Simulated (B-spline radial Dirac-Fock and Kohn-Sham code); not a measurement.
## How the settings move the core levels of Rh²⁺

ΔSCF core binding energies without Breit or QED terms, calculated with a B-spline atomic structure program. Keys: rel is the Hamiltonian (dirac, or spin-free x2c and nr, where L3 and M5 stand for the whole 2p and 3d shells), method is hf or an exchange,correlation pair (spin-unpolarised, also for the hole states), nuc the nuclear model, radius_factor scales its radius, rmax is the box in bohr, h the logarithmic mesh step, order the B-spline order, points the quadrature points per cell, c_factor scales the speed of light, and damp, ndamp, maxit and tol steer the iteration. The run stops when the commutator error falls below 10·tol·max(1, Z/10), or the numerical noise floor, and the energy has settled to about 1e-8 Ha; the virial ratio is −V/T.

Base input:

```json
{"items": [{"Z": 45, "q": 2, "cfg": [[1, 0, 2], [2, 0, 2], [2, 1, 6], [3, 0, 2], [3, 1, 6], [3, 2, 10], [4, 0, 2], [4, 1, 6], [4, 2, 7]], "A": 103, "rrms": 4.4945, "do": "settings", "holes": ["K", "L3", "M5"],
  "settings": [{"rel": "dirac", "method": "hf", "nuc": "fermi", "radius_factor": 1.0, "rmax": 45.0, "h": 0.3, "order": 8, "points": 10, "c_factor": 1.0, "maxit": 60, "damp": 0.5, "ndamp": 3, "tol": 1e-08}]}]}
```

The ground state converged in 10 iterations, with total energy -4781.78284 Ha, virial ratio 1.95903 and highest orbital energy -32.00 eV. ΔSCF binding energies: K (1s) 23319.8 eV, L3 (2p3/2) 3042.1 eV, M5 (3d5/2) 339.4 eV.

Changes from the base run:

```
                                   changed setting  Δ total energy (Ha)  Δ K (eV)  Δ L3 (eV)  Δ M5 (eV)  iterations
method = "rpbe,pbe"; nuc = "gauss"; c_factor = 5.0                    ?         ?          ?          ?           ?
                               radius_factor = 1.2             +0.03482     -0.40       0.00       0.00          10
                                           h = 0.5             +0.03754     +0.08      +0.11      +0.12          10
      rel = "x2c"; radius_factor = 1.2; damp = 0.8             +1.48659    -17.86     +45.73      +2.00          10
                                        damp = 0.8              0.00000      0.00       0.00       0.00          10
                                       rmax = 60.0              0.00000      0.00       0.00       0.00          10
                                    c_factor = 5.0            +93.16961   -636.44      +4.20      +6.41          10
```

Task: What does the change method = "rpbe,pbe"; nuc = "gauss"; c_factor = 5.0 do?

Result: The total energy moves by +91.21418 Ha and the binding energies by K -615.67 eV, L3 -11.46 eV, M5 +5.30 eV; the run takes 10 iterations.
